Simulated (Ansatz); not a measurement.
Consider the formal exchange of groups at a Ge–O bond: `F[SiH2][O][GeH3]` + `C=CF` → `F/C=[CH]/[GeH3]` + `O[SiH2]F`.

Program: Ansatz. Geometries: PBE0-D4/def2-TZVP. ΔE: electronic, gas phase. CCSD(T)/CBS is the MP2 limit (def2-TZVPP, def2-QZVPP) plus CCSD(T) − MP2 in def2-TZVPP, frozen cores. Functionals use def2-TZVPP. B3LYP here is the variant with VWN-RPA as its local correlation; programs differ in this. For Ge outer-core shells are correlated without core-valence functions, which leaves a few kJ/mol of doubt a bond. Scalar relativity is left out up to krypton. Each species was taken in one conformer, which may not be the lowest.

```
             level  ΔE (kJ/mol)
         r2SCAN-D4         43.7
            B2PLYP         48.1
             B3LYP         48.5
SCS-MP2/def2-TZVPP         48.5
```

Q: What does CCSD(T)/CBS give? (An estimate is asked.)

A: Computed: +42.9 kJ/mol. The listed levels differ from it by 0.8, 5.2, 5.6, 5.6 kJ/mol.

Largest T1 diagnostic among the species: 0.012.

In def2-TZVPP, CCSD(T) changes the Hartree–Fock value by −19.9 kJ/mol (the triples alone add −2.4 kJ/mol) and MP2 by −22.2 kJ/mol.
